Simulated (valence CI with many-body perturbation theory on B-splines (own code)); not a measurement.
Os70+: E2, E3, M2 decay

Level of theory: relativistic CI+MBPT: four valence electrons over a frozen Dirac-Fock core [He], radial functions for each j: 11 s, 11 p, 10 d, 8 f, 5 g, 2 h, with the one-electron correlation potential Σ1, the two-electron term Σ2, the three-electron term Σ3, Breit, model QED; selected CI, second order for the rest, scaled by the run's own slope (own B-spline code, finite nucleus).

No measured spectrum was set against this ion. As an estimate, large intervals hold to a few tenths of a per cent, small ones and those within an open d or f shell to about a per cent. Among the levels kept, up to 1300 cm⁻¹ of a level comes from second order outside the variational space, and about a tenth of that is noise between levels of different J, which matters for small intervals.

Lines 51 to 88 of 88 in falling wavelength, among levels below 15547 eV, chosen from the decays that carry over 1 % of a level's rate. Wavelengths and rates use the calculated energies. Electric multipoles are in the length gauge with retardation, E1 and E2 with the static RPA response of the core. Weak lines are less certain than strong ones. Lines between different terms over intervals too small for the method are left out, as are lines whose strength nearly cancels. The highest levels of a list are the least certain.

Levels are named by their leading jj configuration (3d3/2^4 stands for four electrons in 3d with j = 3/2), which in mixed levels can hold well under half, so a name can repeat and another be missing. Letters in brackets count levels of one name in rising energy.

```
λ vac (Å)                           Upper                       Lower  Type   A (s⁻¹)  Branch %
    1.061      (2s 2p3/2^2 3p3/2) J=2 [c]  (2s 2p1/2 2p3/2^2) J=2 [b]    E2  8.56e+11       1.6
    1.061          (2s^2 2p3/2 3p3/2) J=3      (2s^2 2p1/2 2p3/2) J=2    E2  8.76e+11       7.3
    1.061          (2s^2 2p3/2 3p3/2) J=1      (2s^2 2p1/2 2p3/2) J=2    E2  1.85e+12      12.2
    1.060          (2s 2p3/2^2 3p3/2) J=4  (2s 2p1/2 2p3/2^2) J=2 [a]    E2  1.46e+12      18.0
    1.059          (2s^2 2p3/2 3p3/2) J=3      (2s^2 2p1/2 2p3/2) J=1    E2  1.28e+12      10.7
    1.059          (2s^2 2p3/2 3p3/2) J=1      (2s^2 2p1/2 2p3/2) J=1    E2  2.13e+11       1.4
    1.058          (2s^2 2p3/2 3p3/2) J=2      (2s^2 2p1/2 2p3/2) J=2    E2  1.49e+12      11.0
    1.056          (2s^2 2p3/2 3p3/2) J=2      (2s^2 2p1/2 2p3/2) J=1    E2  6.45e+11       4.7
    1.055          (2s^2 2p3/2 3p3/2) J=0      (2s^2 2p1/2 2p3/2) J=2    E2  2.10e+12      12.8
    1.047      (2s 2p1/2 2p3/2 3d5/2) J=5      (2s 2p1/2^2 2p3/2) J=2    E3  1.52e+10       8.0
    1.046          (2s 2p3/2^2 3d5/2) J=5      (2s 2p1/2 2p3/2^2) J=3    M2  4.03e+10       1.2
    1.042          (2s^2 2p3/2 3d5/2) J=4      (2s^2 2p1/2 2p3/2) J=2    M2  6.35e+10      13.1
    1.042          (2s^2 2p3/2 3d5/2) J=4      (2s^2 2p1/2 2p3/2) J=2    E3  5.99e+09       1.2
    1.041          (2s^2 2p3/2 3d5/2) J=4      (2s^2 2p1/2 2p3/2) J=1    E3  1.05e+10       2.1
    1.032       (2p1/2^2 2p3/2 3d3/2) J=2      (2s 2p1/2^2 2p3/2) J=1    E2  4.07e+12       2.0
    1.031       (2p1/2^2 2p3/2 3d3/2) J=3      (2s 2p1/2^2 2p3/2) J=1    E2  5.71e+12       7.3
    1.031      (2s 2p1/2 2p3/2 3d3/2) J=4      (2s^2 2p1/2 2p3/2) J=2    E2  6.68e+12      18.9
    1.030          (2s 2p1/2^2 3d3/2) J=2          (2s^2 2p1/2^2) J=0    E2  7.37e+12       2.3
    1.025  (2s 2p1/2 2p3/2 3d5/2) J=4 [a]      (2s^2 2p1/2 2p3/2) J=2    E2  7.01e+11       1.5
    1.024  (2s 2p1/2 2p3/2 3d3/2) J=3 [c]      (2s^2 2p1/2 2p3/2) J=2    E2  3.83e+12       2.8
    1.024       (2p1/2^2 2p3/2 3d3/2) J=2      (2s 2p1/2^2 2p3/2) J=2    E2  7.54e+12       3.7
    1.024       (2p1/2^2 2p3/2 3d3/2) J=3      (2s 2p1/2^2 2p3/2) J=2    E2  5.79e+12       7.4
    1.023       (2p1/2^2 2p3/2 3d3/2) J=1      (2s 2p1/2^2 2p3/2) J=2    E2  1.06e+13       2.1
    1.023       (2p1/2^2 2p3/2 3d3/2) J=0      (2s 2p1/2^2 2p3/2) J=2    E2  1.16e+13      29.2
    1.021      (2s 2p3/2^2 3d5/2) J=4 [a]          (2s^2 2p3/2^2) J=2    E2  4.90e+12      48.9
    1.018      (2s 2p3/2^2 3d5/2) J=1 [a]          (2s^2 2p3/2^2) J=2    E2  1.48e+13       1.0
    1.017          (2s 2p3/2^2 3d5/2) J=0          (2s^2 2p3/2^2) J=2    E2  2.31e+13       1.1
    1.017  (2s 2p1/2 2p3/2 3d5/2) J=1 [b]      (2s^2 2p1/2 2p3/2) J=2    E2  1.71e+13       1.0
    1.015      (2s 2p3/2^2 3d5/2) J=2 [b]          (2s^2 2p3/2^2) J=0    E2  1.41e+13       3.8
    1.014       (2p1/2^2 2p3/2 3d5/2) J=4      (2s 2p1/2^2 2p3/2) J=2    E2  1.18e+13      53.1
    1.014  (2s 2p1/2 2p3/2 3d5/2) J=4 [c]      (2s^2 2p1/2 2p3/2) J=2    E2  8.24e+12       1.4
    1.013  (2s 2p1/2 2p3/2 3d5/2) J=3 [c]      (2s^2 2p1/2 2p3/2) J=1    E2  8.30e+12       1.9
    1.011      (2s 2p3/2^2 3d5/2) J=4 [b]          (2s^2 2p3/2^2) J=2    E2  1.10e+13      21.6
    1.011      (2s 2p3/2^2 3d5/2) J=3 [b]          (2s^2 2p3/2^2) J=2    E2  2.54e+12       6.4
   0.9277          (2s^2 2p1/2 4p1/2) J=0      (2s^2 2p1/2 2p3/2) J=2    E2  1.16e+12       1.0
   0.9063          (2s^2 2p1/2 4f7/2) J=4      (2s^2 2p1/2 2p3/2) J=2    E2  7.40e+12       2.0
   0.9050          (2s^2 2p1/2 4f7/2) J=3      (2s^2 2p1/2 2p3/2) J=1    E2  6.39e+12       1.7
   0.8118          (2s^2 2p1/2 4f5/2) J=2          (2s^2 2p1/2^2) J=0    E2  7.12e+12       1.9
```
